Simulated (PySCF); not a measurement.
Al(Cl)(Me)(SiH3) (CH₆AlClSi), SMILES [SiH3][Al]([Cl])[CH3].

The structure is a stationary point at r2SCAN-D4/def2-SVP.

These are PySCF with PBE/def2-TZVP values and carry that method's errors.

The molecule is in vacuum.

Problem. Estimate the frontier levels, gap, dipole moment and polarisability. (An estimate is asked for; the answer gives what the named calculation found.)

Solution. 
```
Quantity                                                                                                        Result
---------------------------------------------------------------------------------------------  -----------------------
highest occupied level                                                                                        -6.46 eV
lowest empty level                                                                                            -2.38 eV
orbital gap                                                                                                    4.08 eV
dipole moment                                                                                                   1.77 D
quadrupole, principal values (traceless, Buckingham form, about the centre of nuclear charge)    -5.93, 0.31, 5.62 D·Å
mean static polarisability                                                                       85.7 bohr³ (12.70 Å³)
polarisability, principal values                                                               67.0, 88.3, 101.8 bohr³
```
